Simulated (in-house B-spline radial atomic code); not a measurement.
## RPA and G0W0 on PBE: the germanium ion Ge²⁺

Configuration [Ar] 3d10 4s2, mean-field start PBE. Computed with an all-electron radial atomic-structure program (B-spline basis): all electrons, scalar-relativistic (spin-free one-electron X2C), finite nucleus, each spin shell either full or empty, empty states to l = 9 with an (l + 1/2)⁻⁴ tail; G0W0 by contour deformation at full frequency.

Command:
```bash
python run_gw.py task.json out
```
Settings (radii: box in bohr, nucleus in fm):
```
Z                        32
electrons                30
configuration            [Ar] 3d10 4s2
hamiltonian              x2c
method                   pbe,pbe
lmax                     9
rms_radius               4.0742
spin_polarised           False
box_radius               17.55
intervals                70
ion_configuration        [Ar] 3d10 4s1
```

Time taken, with all properties: 8.7 s on 1 thread of Arm Neoverse N1, on a shared host.

Energies (hartree):

```json
{"term": "mean-field total", "value": "-2097.64053"}
{"term": "Hartree-Fock functional on these orbitals", "value": "-2096.25276"}
{"term": "direct second order", "value": "-2.7666"}
{"term": "second-order exchange", "value": "0.79881"}
{"term": "SOSEX correction", "value": "0.71282"}
```

What is the RPA correlation energy, and what remains with SOSEX?

RPA gives -2.3072 hartree (-2.09 eV per electron); RPA + SOSEX gives -1.5944, and the second-order doubles -1.9678 hartree (no singles). RPA lacks exchange-type terms and so overcorrelates at short range.

Quasi-particle levels (eV):

```
level  occupied  mean field  Σx - vxc     Σc  QP weight     G0W0
   4s       yes     -29.239     -3.36      ?          ?        ?
   4p        no     -19.803      5.20  -1.48      0.941  -16.079
```

G0W0 = mean field + (Σx - vxc) + Σc, with Σc (partial-wave tail included) taken at the quasi-particle energy. Only the outer levels were computed. Levels of low weight are left out.

Where does G0W0 put 4s?

At -34.51 eV, with Σc = -1.90 eV and a quasi-particle weight of 0.939. The tabulated removal energy is 34.058 ± 0.0012 eV (NIST, measured); the calculation leaves out spin-orbit coupling, Breit and QED terms, and what these don't explain is the method's own error.

What does it cost to remove one electron (to [Ar] 3d10 4s1) by differences of total energies, each species on its own start (correlation terms add to the Hartree-Fock functional)?

PBE 34.41 eV, Hartree-Fock functional 32.09 eV, + RPA 34.51 eV, + RPA + SOSEX 33.94 eV, + second order 35.17 eV. Tabulated: 34.058 ± 0.0012 eV (NIST, measured); the calculation leaves out spin-orbit coupling, Breit and QED terms, and what these don't explain is the method's own error.
